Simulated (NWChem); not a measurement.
System meant: 1,1-difluoroethane (C2H4F2); SMILES CC(F)F

Input file for NWChem:

```
start job
memory heap 200 mb stack 900 mb global 1100 mb
geometry units angstroms noautosym nocenter noautoz
  C     -0.113080     1.366535     0.000000
  C      0.350818    -0.060260     0.000000
  F     -0.122764    -0.705529    -1.092215
  F     -0.122764    -0.705529     1.092215
  H     -1.212214     1.387995     0.000000
  H      0.256316     1.886308    -0.894476
  H      0.256316     1.886308     0.894476
  H      1.451454    -0.162517     0.000000
end
basis spherical
  * library def2-svp
end
dft
  xc xtpss03 ctpss03
  iterations 150
end
property
  shielding 6 1 2 3 5 6 8
end
task dft property
```

End of the output:

```
 Vector   20  Occ=0.000000D+00  E= 9.369312D-02
              MO Center=  2.9D-01,  1.3D+00,  2.9D-09, r^2= 3.6D+00
   Bfn.  Coefficient  Atom+Function         Bfn.  Coefficient  Atom+Function
  ----- ------------  ---------------      ----- ------------  ---------------
    63      1.189451  6 H  s                 68     -1.189451  7 H  s
     9      0.776365  1 C  pz                23      0.514727  2 C  pz
    20      0.381942  2 C  pz                 6      0.289607  1 C  pz
    31      0.284053  3 F  s                 45     -0.284053  4 F  s
    62      0.163021  6 H  s                 67     -0.163021  7 H  s

 center of mass
 --------------
 x =  -0.03016630 y =  -0.17444880 z =   0.00000000

 moments of inertia (a.u.)
 ------------------
         345.979689754522          -0.452894151239           0.000000000000
          -0.452894151239         188.777504688886           0.000000000000
           0.000000000000           0.000000000000         199.503136781130

     Multipole analysis of the density
     ---------------------------------

     L   x y z        total         alpha         beta         nuclear
     -   - - -        -----         -----         ----         -------
     0   0 0 0     -0.000000    -17.000000    -17.000000     34.000000

     1   1 0 0      0.349122      0.204279      0.204279     -0.059436
     1   0 1 0      0.674455      0.208517      0.208517      0.257422
     1   0 0 1     -0.000000     -0.000000     -0.000000      0.000000

     2   2 0 0    -15.962200    -16.540972    -16.540972     17.119744
     2   1 1 0     -0.256957      0.668611      0.668611     -1.594178
     2   1 0 1     -0.000000     -0.000000     -0.000000      0.000000
     2   0 2 0    -16.869248    -60.671142    -60.671142    104.473035
     2   0 1 1      0.000000      0.000000      0.000000      0.000000
     2   0 0 2    -18.361461    -50.378277    -50.378277     82.395094

          -----------------------------------------
          Chemical Shielding Tensors (GIAO, in ppm)
          -----------------------------------------

 ------------------------------------------------------------------------
  xtpss03: d2 not coded                    0
 ------------------------------------------------------------------------
 ------------------------------------------------------------------------
  current input line :
    23: task dft property
 ------------------------------------------------------------------------
 ------------------------------------------------------------------------
 This error has not yet been assigned to a category
 ------------------------------------------------------------------------
 For more information see the NWChem manual at https://nwchemgit.github.io

0: xtpss03: d2 not coded:Received an Error in Communication
```

**Question.** What is wrong, and how is it mended?

**Answer.** The run crashed. Cause: this functional's second derivatives, which shieldings need, aren't coded here; the fix takes a hybrid GGA instead. This input runs:
```
start job
memory heap 200 mb stack 900 mb global 1100 mb
geometry units angstroms noautosym nocenter noautoz
  C     -0.113080     1.366535     0.000000
  C      0.350818    -0.060260     0.000000
  F     -0.122764    -0.705529    -1.092215
  F     -0.122764    -0.705529     1.092215
  H     -1.212214     1.387995     0.000000
  H      0.256316     1.886308    -0.894476
  H      0.256316     1.886308     0.894476
  H      1.451454    -0.162517     0.000000
end
basis spherical
  * library def2-svp
end
dft
  xc pbe0
  iterations 150
end
property
  shielding 6 1 2 3 5 6 8
end
task dft property
```
It converges to -277.81269 Ha (PBE0/def2-SVP, GIAO).
